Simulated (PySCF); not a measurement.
**Structure from 2D NMR**

Compound of formula C$_{5}$H$_{12}$O$_{2}$Si$_{2}$. Correlations simulated from computed shifts and the bond graph:

HSQC (one-bond C–H):
```tsv
δH	δC
8.09	165.4
2.26	33.0
2.07	26.4
```

HMBC (two and three bonds, from the bond graph):
```tsv
δH	δC
5.40	177.1, 165.4, 125.2
4.32	177.1, 125.2
2.26	177.1, 125.2, 26.4
2.07	177.1, 125.2, 33.0
```

Carbons without hydrogens: δ 177.1, 125.2.

[PySCF 2.14.0 with density-fitted response routines: NMR shieldings at PBE0/pcSseg-1/GIAO; structure optimised with GFN2-xTB; no relativistic terms; fast rotation and ring inversion assumed for equivalent nuclei; in vacuum; single conformer]

δ = σ(ref) − σ, references computed at the same level: TMS for 1H (σref 31.72) and 13C (σref 186.93).

Exchangeable hydrogens are left out of these lists.

Q: Which molecule is this?

A: `InChI=1S/C5H12O2Si2/c1-4(2)5(8)9-7-3-6/h3H,9H2,1-2,8H3`.

Atom-mapped SMILES (the numbers label the heavy atoms): `[CH3:1][C:2]([CH3:3])=[C:4]([SiH3:5])[SiH2:6][O:7][CH:8]=[O:9]`. Hydrogens are named by the atom that carries them.

1. δC 177.1 is C2, a fully substituted alkene carbon.
2. δC 165.4 is C8, a carbonyl carbon (δH 8.09).
3. δC 125.2 is C4, a fully substituted alkene carbon.
4. δC 33.0 is C3, an allylic methyl carbon (δH 2.26).
5. δC 26.4 is C1, an allylic methyl carbon (δH 2.07).
6. HMBC from δH 5.40 reaches the proton-free carbons C2, C4.
7. HMBC from δH 4.32 reaches the proton-free carbons C2, C4.
8. HMBC from δH 2.26 reaches the proton-free carbons C2, C4.
9. HMBC from δH 2.07 reaches the proton-free carbons C2, C4.

The shifts were computed for this structure.

Shifts are as computed. Against solution values, carbons near 30 ppm lie about +3 ppm off and those near 130 ppm about +5 ppm. Of 1309 compounds with measured shifts, 239 miss one by over three times the rms of a fit or turn the order of signals round; such compounds aren't used in these exercises.
